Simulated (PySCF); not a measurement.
AlSe: script and output

Input:

```python
from pyscf import gto, scf, mp

mol = gto.M(
    atom='Al 0 0 0; Se 0 0 2.31',
    basis='cc-pvdz-dk',
    charge=0,
    spin=1,
    symmetry=True,
    verbose=4,
)
mf = scf.UHF(mol)
mf = mf.sfx2c1e()
mf.kernel()
mp.MP2(mf, frozen=14).kernel()
mf.dip_moment()
print('orbital energies (hartree):', [e[max(0, n-3):n+3].round(4) for e, n in zip(mf.mo_energy, mol.nelec)])
```

```bash
$ python input.py
```

It prints (some set-up lines and the per-cycle HOMO/LUMO lines with their warnings removed):

```
PySCF version 2.14.0

[INPUT] verbose = 4
[INPUT] num. atoms = 2
[INPUT] num. electrons = 47
[INPUT] charge = 0
[INPUT] spin (= nelec alpha-beta = 2S) = 1
[INPUT] symmetry True subgroup None
[INPUT] Mole.unit = angstrom
[INPUT] Symbol           X                Y                Z      unit          X                Y                Z       unit  Magmom
[INPUT]  1 Al     0.000000000000   0.000000000000   0.000000000000 AA    0.000000000000   0.000000000000   0.000000000000 Bohr   0.0
[INPUT]  2 Se     0.000000000000   0.000000000000   2.310000000000 AA    0.000000000000   0.000000000000   4.365267347745 Bohr   0.0

nuclear repulsion = 101.253821310234
point group symmetry = Coov
symmetry origin: [0.         0.         3.15785297]
symmetry axis x: [1. 0. 0.]
symmetry axis y: [0. 1. 0.]
symmetry axis z: [0. 0. 1.]
num. orbitals of irrep A1 = 19
num. orbitals of irrep E1x = 10
num. orbitals of irrep E1y = 10
num. orbitals of irrep E2x = 3
num. orbitals of irrep E2y = 3
number of shells = 11
number of NR pGTOs = 118
number of NR cGTOs = 45
basis = cc-pvdz-dk
ecp = {}

******** <class 'pyscf.x2c.sfx2c1e.sfX2C1eSymAdaptedUHF'> ********
method = sfX2C1eSymAdaptedUHF
initial guess = minao
damping factor = 0
level_shift factor = 0
DIIS = <class 'pyscf.scf.diis.CDIIS'>
diis_start_cycle = 1
diis_space = 8
diis_damp = 0
SCF conv_tol = 1e-09
SCF conv_tol_grad = None
SCF max_cycles = 50
direct_scf = True
direct_scf_tol = 1e-13
number electrons alpha = 24  beta = 23

******** <class 'pyscf.x2c.sfx2c1e.SpinFreeX2CHelper'> ********
approx = 1e
xuncontract = 1
Freeze 0 electrons in irreps []
    47 free electrons in irreps A1 E1x E1y E2x E2y
Set gradient conv threshold to 3.16228e-05
init E= -2670.2668478479

cycle= 1 E= -2670.2738467758  delta_E= -0.007  |g|= 0.25  |ddm|= 0.851
cycle= 2 E= -2670.3181480471  delta_E= -0.0443  |g|= 0.204  |ddm|= 0.621
cycle= 3 E= -2670.35173362499  delta_E= -0.0336  |g|= 0.0292  |ddm|= 0.223
cycle= 4 E= -2670.35378322835  delta_E= -0.00205  |g|= 0.0112  |ddm|= 0.0768
cycle= 5 E= -2670.35414906295  delta_E= -0.000366  |g|= 0.00419  |ddm|= 0.0329
cycle= 6 E= -2670.35422263567  delta_E= -7.36e-05  |g|= 0.00238  |ddm|= 0.0137
cycle= 7 E= -2670.35425515634  delta_E= -3.25e-05  |g|= 0.00165  |ddm|= 0.00874
cycle= 8 E= -2670.35428247492  delta_E= -2.73e-05  |g|= 0.000765  |ddm|= 0.0122
cycle= 9 E= -2670.35428843701  delta_E= -5.96e-06  |g|= 0.000222  |ddm|= 0.00756
cycle= 10 E= -2670.35428868277  delta_E= -2.46e-07  |g|= 0.000101  |ddm|= 0.00117
cycle= 11 E= -2670.35428874402  delta_E= -6.12e-08  |g|= 6.02e-05  |ddm|= 0.000456
cycle= 12 E= -2670.35428877045  delta_E= -2.64e-08  |g|= 3.2e-05  |ddm|= 0.000335
cycle= 13 E= -2670.35428877873  delta_E= -8.28e-09  |g|= 1.43e-05  |ddm|= 0.000214
cycle= 14 E= -2670.35428878025  delta_E= -1.52e-09  |g|= 4.21e-06  |ddm|= 0.000106
cycle= 15 E= -2670.35428878034  delta_E= -8.55e-11  |g|= 9.65e-07  |ddm|= 2.53e-05
Extra cycle  E= -2670.35428878034  delta_E= -3.18e-12  |g|= 4.76e-07  |ddm|= 1.95e-06
converged SCF energy = -2670.35428878034  <S^2> = 0.79924444  2S+1 = 2.0486527

******** <class 'pyscf.mp.ump2.UMP2'> ********
nocc = (np.int64(10), np.int64(9)), nmo = (31, 31)
frozen orbitals 14
E(UMP2) = -2670.51756122017  E_corr = -0.163272439829732
E(SCS-UMP2) = -2670.51074726978  E_corr = -0.156458489444712
E_corr(same-spin) = -0.0455405057895759
E_corr(oppo-spin) = -0.117731934040156
Dipole moment(X, Y, Z, Debye):  0.00000, -0.00000, -4.33470
orbital energies (hartree): [array([-0.3599, -0.3279, -0.3279,  0.0246,  0.0246,  0.1125]), array([-0.4081, -0.3147, -0.3147, -0.0377,  0.0404,  0.0404])]
```

In short: E(SCF) = -2670.354289 Eh, 15 cycles, E(MP2) − E(SCF) = -0.16327 Eh, ⟨S²⟩ = 0.799, μz(SCF) = -4.33 D.

Wall time 1.1 s on one thread of a shared host.

The bond length is a typed value, not an optimised one. No search for the lowest solution was made.
